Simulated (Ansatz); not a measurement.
Relaxation of AlFH5NO2 (10 atoms, charge 0, multiplicity 1), to a largest force component of 0.03 eV/Å in at most 50 steps.

Method: RHF/6-31G* (Ansatz 0.2.0).

```xyz
10
Properties=species:S:1:pos:R:3:forces:R:3
Al 0.031 0.437 -0.500 -0.19 0.58 0.92
N -0.166 0.148 2.580 0.13 1.00 -0.90
H -0.961 0.006 3.172 -0.02 0.00 -0.01
H 0.662 0.003 3.126 -0.01 -0.01 0.03
O 1.541 -0.092 -1.027 0.02 -0.04 0.01
H 1.679 -0.863 -1.555 0.00 0.01 0.00
O -1.442 -0.255 -0.938 0.04 -0.02 -0.04
H -1.812 -1.077 -0.662 0.02 0.02 0.00
F 0.008 1.905 0.289 0.06 -0.51 -0.56
H -0.166 1.125 2.263 -0.04 -1.03 0.55
```

Problem. Where does it end, and by what steps?

Solution. It converged. After 16 steps the energy has fallen by 1.219 eV; H6 moved furthest, 0.97 Å. Joined: Al1–N2 (3.10 → 2.03 Å).

```json
{"step": "0", "energy less start (eV)": "0.0000", "largest force component (eV/Å)": "1.029", "accepted": "yes"}
{"step": "1", "energy less start (eV)": "-0.2027", "largest force component (eV/Å)": "1.009", "accepted": "yes"}
{"step": "2", "energy less start (eV)": "-0.4371", "largest force component (eV/Å)": "1.260", "accepted": "yes"}
{"step": "3", "energy less start (eV)": "-0.7529", "largest force component (eV/Å)": "0.996", "accepted": "yes"}
{"step": "4", "energy less start (eV)": "-0.9019", "largest force component (eV/Å)": "1.434", "accepted": "yes"}
{"step": "5", "energy less start (eV)": "-1.0105", "largest force component (eV/Å)": "1.139", "accepted": "yes"}
{"step": "6", "energy less start (eV)": "-1.0651", "largest force component (eV/Å)": "0.527", "accepted": "yes"}
{"step": "7", "energy less start (eV)": "-1.0922", "largest force component (eV/Å)": "0.603", "accepted": "yes"}
{"step": "8", "energy less start (eV)": "-1.1185", "largest force component (eV/Å)": "0.355", "accepted": "yes"}
{"step": "9", "energy less start (eV)": "-1.1762", "largest force component (eV/Å)": "0.118", "accepted": "yes"}
{"step": "10", "energy less start (eV)": "-1.1881", "largest force component (eV/Å)": "0.111", "accepted": "yes"}
{"step": "11", "energy less start (eV)": "-1.2050", "largest force component (eV/Å)": "0.206", "accepted": "yes"}
{"step": "12", "energy less start (eV)": "-1.2139", "largest force component (eV/Å)": "0.292", "accepted": "yes"}
{"step": "13", "energy less start (eV)": "-1.1958", "largest force component (eV/Å)": "0.384", "accepted": "no"}
{"step": "14", "energy less start (eV)": "-1.2178", "largest force component (eV/Å)": "0.111", "accepted": "yes"}
{"step": "15", "energy less start (eV)": "-1.2180", "largest force component (eV/Å)": "0.157", "accepted": "yes"}
{"step": "16", "energy less start (eV)": "-1.2187", "largest force component (eV/Å)": "0.006", "accepted": "yes"}
```

```xyz
10
Properties=species:S:1:pos:R:3
Al -0.109 0.305 0.036
N -0.038 0.300 2.062
H -0.905 -0.085 2.396
H 0.718 -0.276 2.391
O 1.294 -0.572 -0.421
H 1.975 -0.177 -0.942
O -1.641 -0.460 -0.074
H -1.966 -0.854 -0.867
F -0.029 1.935 -0.277
H 0.074 1.222 2.443
```

Whether the end is a true minimum wasn't checked by a vibrational analysis.

Run time: 41 s on 1 thread of Arm Neoverse V1, with other jobs on the host, peak memory 0.16 GiB.
